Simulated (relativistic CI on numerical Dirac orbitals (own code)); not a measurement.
**Te20+: sensitivity of the levels to the model**

Base calculation: Dirac-Coulomb-Breit CI, KLI orbitals optimised for each configuration, model QED, unscaled Slater integrals.

Configuration list (outside the closed core [Ar] 3d10): 4s2.4p2, 4s.4p3, 4s2.4p.4d, 4p4, 4s.4p2.4d, 4s2.4p.4f, 4s.4p2.4f, 4p3.4d, 4s.4p.4d2, 4s2.4d.4f, 4p3.4f, 4s2.4p.5s, 4s2.4p.5p, 4p3.5s, 4s.4p.4d.5s, 4p2.4d.4f, 4s.4p2.5s, 4s2.4p.5d, 4s2.4f.5s, 4s.4p.4f2, 4s.4p2.5p, 4s2.4p.5f, 4s2.4p.5g, 4s.4p2.5d, 4s2.4p.6s, 4s2.4p.6p, 4s.4p.5s2, 4s2.4d2, 4s.4d3, 4s.4d2.4f, 4p2.4d2, 4p.4d3, 4p.4d2.4f, 4p.4d2.5s, 4s2.4f2, 4s.4d.4f2, 4s.4f3, 4p2.4f2, 4p.4d.4f2, 4p.4f3, 4p.4f2.5s, 4s2.4d.5s, 4s.4d2.5s, 4s.4d.4f.5s, 4s.4p.4d.4f, 4p2.4d.5s, 4p.4d.4f.5s, 4p.4d.5s2, 4s2.5s2, 4s.4d.5s2, 4s.4f.5s2, 4s.4p.4f.5s, 4s.4f2.5s. Double excitations out of closed p, d and f shells are left out; levels of such configurations are missing from the list, as are those of other unlisted configurations, and high levels can miss mixing partners. These lack a partner that the ground configuration has and come out too high: 4s.4p2.5p, 4s.4p2.5d, 4s2.4p.5p, 4s2.4p.5d, 4s2.4p.5f.

Variants: (1) valence Slater integrals scaled by 0.9; (2) Breit term removed; (3) one mean potential for all configurations. Shifts of the energy above 4s2.4p2 3P_0, in cm⁻¹, for the lowest level and the first level of each name with at least 55 % of one term (blank where a level changes its place among those of its configuration and J or its character, or is not in the variant):

```tsv
Level	Base	Δ(1)	Δ(2)	Δ(3)
4s2.4p2 3P_0	0	0	0	0
4s2.4p2 3P_1	87275	+1688	+1419	+3
4s2.4p2 1S_0	254459	-3828	+2859	-11
4s.4p3 5S°_2	439000	+8397	+361	+65
4s.4p3 3D°_1	511926	+2180	+379	+50
4s.4p3 3D°_2	537235	+5881	+1255	+54
4s.4p3 3D°_3	566634	+5041	+1686	+51
4s.4p3 3P°_0	607267	+824	+1457	+51
4s.4p3 3P°_1	620300	+948	+1706	+50
4s2.4p.4d 3F°_2	739499	+1858	+2714	-57
4s2.4p.4d 3F°_3	776784	+2865	+3544	-79
4s2.4p.4d 3F°_4	852850	+4532	+4905	-83
4s2.4p.4d 3P°_0	892019	-2019	+3989	-83
4s2.4p.4d 3D°_3	900315	-3281	+4276	-82
4s2.4p.4d 3P°_1	901288	-3022	+4130	-78
4s2.4p.4d 1F°_3	962088	-7095	+4622	-87
4s2.4p.4d 1P°_1	977088	-9134	+4528	-79
4p4 3P_2	1004743	+7514	+423	+67
4s.4p2.4d 5F_1	1071872	+8968	+1457	-10
4s.4p2.4d 5F_2	1084536	+8421	+1705	-8
4p4 3P_1	1100613	+8908	+1923	+46
4s.4p2.4d 5D_0	1145761	+9428	+2510	-2
```

At this charge energies of transitions that change n are usually good to better than 1 %, and those within a shell (Δn = 0) to a few per cent.

Ionisation energy from the two ground configurations alone: base 599.007 eV; Breit term removed 599.516 eV. The NIST ASD value (theoretical) is 599 eV.

LS names give the leading component of a level, which can be under half, so a name can repeat, a term be missing and a line seem to break the LS rules.
